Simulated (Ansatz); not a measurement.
A run for Ansatz (a program for electronic structure): U-PBE/def2-TZVPP on BeP, 2S+1 = 2, a spin state set in the input, which need not be the lowest, a point of a bond scan (R = 2.080 Å).

Ansatz 0.2 input:
```yaml
crystal:
  periodic: [false, false, false]
  atoms:
    - {symbol: Be, position_ang: [0.00000000, 0.00000000, 0.00000000]}
    - {symbol: P, position_ang: [0.00000000, 0.00000000, 2.08043000]}
basis:
  gaussian:
    orbitals: def2-TZVPP
    pivot_positions_ang: [[0.00000000, 0.00000000, 0.00000000], [0.00000000, 0.00000000, 2.08043000]]
hamiltonian:
  xc: {name: PBE}
magnetization: {spin_polarized: true, initial_magnetization: 1}
output: {forces: true, orbitals: {seedname: ./end}}
```

Output:

```
WARN ansatz: RAYON_NUM_THREADS=1 ignored (pool sized by the plan → 1); use --threads N
Functional definition: PBE
integrals: 0.01 GiB planned
428 factors; their error is unknown
mean field: 0.12 GiB planned
mean field evaluation 1: about -9677.3162 eV, gradient 2.0e1 eV
mean field evaluation 2: about -9616.8819 eV, gradient 6.9e1 eV
mean field evaluation 4: about -9679.2521 eV, gradient 1.4e1 eV
mean field evaluation 8: about -9680.9992 eV, gradient 6.4e0 eV
mean field evaluation 16: about -9681.5150 eV, gradient 2.7e-1 eV
mean field evaluation 32: about -9677.3162 eV, gradient 2.0e1 eV
mean field evaluation 64: about -9681.5053 eV, gradient 3.6e-4 eV
mean field evaluation 96: about -9681.3923 eV, gradient 3.5e-6 eV
mean field evaluation 128: about -9680.9005 eV, gradient 5.2e0 eV
mean field -9681.55113048 eV, -355.7904416542 hartree, gradient 4.2e-6 eV, S^2 1.503062; 15 other end points of the search recorded, 0 dependent functions left out
the calculation of the forces begins
reference -9681.55116586 eV, -355.7904429542 hartree; 10, 9 occupied and 51, 52 virtual orbitals, 428 factors
Total energy: -9681.55116586 eV, -355.7904429542 hartree
Atom 0 at     0.000000     0.000000     0.000000 Å, force     0.000000     0.000000     0.668556 eV/Å
Atom 1 at     0.000000     0.000000     2.080430 Å, force    -0.000000    -0.000000    -0.668556 eV/Å
Dipole moment:    -0.000000     0.161785    -0.322704 e Å
```

The run converged. Its determinant has ⟨S²⟩ = 1.50, a mixture of spin states.

Cost: very roughly 10 core-seconds.
